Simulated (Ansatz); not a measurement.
`C[NH][Ti]([F])([F])[F]` + H₂S → `[F][Ti]([F])([F])[SH]` + CH₃NH₂ at 600 K and 1 bar (ligand exchange at a Ti–N bond).

Computed with Ansatz on PBE0-D4/def2-TZVP structures; ΔE is electronic, products minus reactants. CBS: MP2 limit from def2 TZ/QZ plus the TZ coupled-cluster correction, frozen cores. This one scheme is used for every species. For Ti outer-core shells are correlated without core-valence functions, which leaves a few kJ/mol of doubt a bond. Scalar relativity is left out up to krypton. Each species was taken in one conformer, which may not be the lowest.

```json
{"species": "`C[NH][Ti]([F])([F])[F]`", "CCSD(T)/CBS energy (Eh)": "-1243.69977", "H − E (kJ/mol)": "227.0", "S (J/(mol·K))": "484.5"}
{"species": "H₂S", "CCSD(T)/CBS energy (Eh)": "-398.97279", "H − E (kJ/mol)": "60.8", "S (J/(mol·K))": "230.9"}
{"species": "`[F][Ti]([F])([F])[SH]`", "CCSD(T)/CBS energy (Eh)": "-1546.91893", "H − E (kJ/mol)": "96.7", "S (J/(mol·K))": "434.6"}
{"species": "CH₃NH₂", "CCSD(T)/CBS energy (Eh)": "-95.75281", "H − E (kJ/mol)": "199.3", "S (J/(mol·K))": "283.8"}
```

H − E and S are ideal-gas, rigid-rotor, harmonic terms from PBE0-D4/def2-TZVP, for one conformer and one mirror image of each species. 1 Eh = 2625.50 kJ/mol, R = 8.31446 J/(mol·K).

Task: By hand: ΔE, ΔH, ΔS and ΔG.

Result: ΔE = (-1546.91893) + (-95.75281) − (-1243.69977) − (-398.97279) = 0.00082 Eh = 2.2 kJ/mol. Δ(H − E) = 96.7 + 199.3 − 227.0 − 60.8 = 8.2, so ΔH = 10.4 kJ/mol. ΔS = 434.6 + 283.8 − 484.5 − 230.9 = 3.0 J/(mol·K). ΔG = 10.4 − 600 × (3.0)/1000 = 8.6 kJ/mol.

Task: By hand: the equilibrium constant, and the temperature at which ΔG would vanish if ΔH and ΔS stayed fixed.

Result: log₁₀ K = −ΔG/(RT ln 10) = -0.7. ΔG = 0 at ΔH/ΔS = 3467 K, far beyond where these terms or the molecules hold.

The number of gas molecules stays the same, so ΔS is small and ΔH decides. A doubt of 5 kJ/mol in ΔE shifts log₁₀ K by 0.4 here. Other conformers and mirror images would add mixing entropy, several J/(mol·K) or more a flexible species. Modes under 60 cm⁻¹, often nearly free rotors, make the harmonic entropy too high. These are equilibria of isolated gas molecules and say nothing of rates. Largest T1 diagnostic: 0.025 (customary marks: 0.02 for closed shells, 0.045 for open ones).
